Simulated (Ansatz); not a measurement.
An input meant for (KCl)2 ring (K2Cl2) (charge 0, singlet).

```yaml
crystal:
  periodic: [false, false, false]
  atoms:
    - {symbol: K, position_ang: [-1.736707, 0.473211, -0.780877]}
    - {symbol: Cl, position_ang: [-0.788897, 0.293091, 1.932234]}
    - {symbol: K, position_ang: [1.736983, -0.472179, 0.780844]}
    - {symbol: Cl, position_ang: [0.788611, -0.294114, -1.932191]}
basis:
  gaussian: {orbitals: def2-mTZVP}
magnetization: {spin_polarized: true, initial_magnetization: 1}
hamiltonian: {xc: {name: r2SCAN0}, dispersion: d3bjatm}
scf: {omitted_lower_state_checks: [starts]}
```

```sh
$ ansatz run in.yaml --threads 4 --pin off --events-out ev --progress --plain --max-ram 3916MiB
```

(1) Predict how Ansatz answers.

Results:

(1) The input was rejected before any iteration. The number of unpaired electrons doesn't fit the electron count.
```
Error: a molecule whose nuclei and cores have a total charge of 72 cannot have a net charge of 0 together with 1 unpaired electrons
```
